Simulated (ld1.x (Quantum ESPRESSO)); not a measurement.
The numbers below are computed, except where a source is named.
# Potentials for platinum (Pt) compared

Generated with ld1.x 7.5 (TM, RRKJ, ultrasoft, PAW), atompaw 4.2 or ONCVPSP 4.0.1. The cutoff is in Ry: for ld1.x and atompaw files where the sum of valence levels is converged to 10 mRy in a Bessel basis, for ONCV files where the hardest occupied wave has 1 mHa per electron of residual kinetic energy. The error is the largest all-electron minus pseudo excitation energy over each file’s own four to seven test configurations (ionisations up to +4, promotions, holes and added fractions of an electron), all of which were solved. The labels leave out finer settings (local radius, basis sizes, second energies), which also bear on the numbers. Spin-polarised tests are not counted. The rows are a selection from randomly drawn settings: files with unsolved tests, undetermined cutoffs or missed reference levels are left out.

| potential | cutoff (Ry) | largest error (meV) | bound ghosts |
| --- | --- | --- | --- |
| RRKJ, PBEsol, scalar-relativistic, rc 2.05/2.25/1.95 (spd), local s, core correction no, reference 5d7 6s0 6p0 | 40 | -390 | none |
| TM, LDA (PZ), fully relativistic, rc 2.10/2.60/1.85 (spd), local p, core correction yes, reference 5d8 6s2 6p0 | 40 | -867 | none |
| TM, PBEsol, fully relativistic, rc 1.85/3.10/2.30 (spd), local s, core correction yes, reference 5d9 6s1 6p0 | 40 | -897 | none |
| PAW, LDA (PZ), scalar-relativistic, rc 1.40/2.25/1.30 (spd), local smoothed, core correction yes, reference 5s2 5p6 5d9 6s1 6p0 | 60 | -76 | none |
| TM, PBEsol, scalar-relativistic, rc 2.35/3.45/2.15 (spd), local s, core correction no, reference 5d9 6s1 6p0 | 40 | -242 | none |

Question: Fill in the row for Pt: PAW, LDA (PZ), scalar-relativistic, rc 1.70/2.30/1.55 (spd), local smoothed, core correction yes, reference 5s2 5p6 5d9 6s0 6p0.

Answer: cutoff 45 Ry, largest error -63 meV, bound ghosts: none.
